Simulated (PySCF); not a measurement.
An unknown shows these calculated signals:

¹H NMR (400 MHz, computed): δ 6.31 (m, 1H), 5.96 (m, 1H), 5.32 (m, 1H), 4.71 (s, 3H), 1.97 (s, 1H), 1.63 (s, 3H), 0.61 (br s, 1H).

¹³C{¹H} NMR (computed): δ 151.0 (CH), 118.5 (CH2), 92.6 (C), 80.0 (CH), 53.4 (C), 30.3 (CH3).

Calculated, not measured (PySCF): GIAO PBE0/pcSseg-1 shieldings, GFN2-xTB structure. In vacuum, no relativistic terms, one averaged value for each set of equivalent atoms, one conformer.

References, each an isolated molecule treated in the same way: ¹H and ¹³C vs TMS.

**Question.** Which of these does the molecule contain: a three-membered ring, a Si–H bond, an N-methyl group, an S-methyl group, an NH or NH2 group, a vinyl group CH=CH2?

**Answer.** 
- A three-membered ring: no.
- A Si–H bond: yes (δH 4.71 (s)).
- An N-methyl group: no.
- An S-methyl group: no.
- An NH or NH2 group: yes (δH 0.61 (br s)).
- A vinyl group CH=CH2: yes (δC 118.5, 151.0; δH 5.32 (m), 5.96 (m), 6.31 (m)).

The data belong to SMILES C#C[C@](C)(C=C)N[SiH3], C$_{6}$H$_{11}$NSi; they needn't prove each group on their own.

Carbon signals by region: 2 in the sp2 and nitrile region (100–160 ppm), 3 at 50–100 ppm, 1 below 50 ppm.

OH/NH shifts are gas-phase values; hydrogen bonding in solution moves them, usually downfield. Shifts are as computed. Against solution values, carbons near 30 ppm lie about +3 ppm off and those near 130 ppm about +5 ppm. Of 1211 compounds with measured shifts, 218 miss one by over three times the rms of a fit or turn the order of signals round; such compounds aren't used in these exercises. Multiplicities follow the n + 1 count of equivalent neighbours, as no J values were calculated; m marks all less simple cases, F and P coupling included.
